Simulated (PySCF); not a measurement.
**B: excitation energy**

B [He] 2s2 2p1 (2P) → B [He] 2s1 2p2 (4P), as a difference of total energies. All numbers are calculated (PySCF 2.14, the non-relativistic Hamiltonian (point nucleus), in def2-TZVPPD). Correlated levels: valence: 1s2 frozen. The calculations carry no spin-orbit coupling.

```json
{"method": "UHF", "excitation energy (cm⁻¹)": "17656"}
{"method": "MP2 (valence)", "excitation energy (cm⁻¹)": "24796"}
{"method": "SCS-MP2 (valence)", "excitation energy (cm⁻¹)": "27727"}
{"method": "CCSD (valence)", "excitation energy (cm⁻¹)": "28299"}
{"method": "CCSD(T) (valence)", "excitation energy (cm⁻¹)": "28570"}
{"method": "CCSDT (valence)", "excitation energy (cm⁻¹)": "28656"}
```
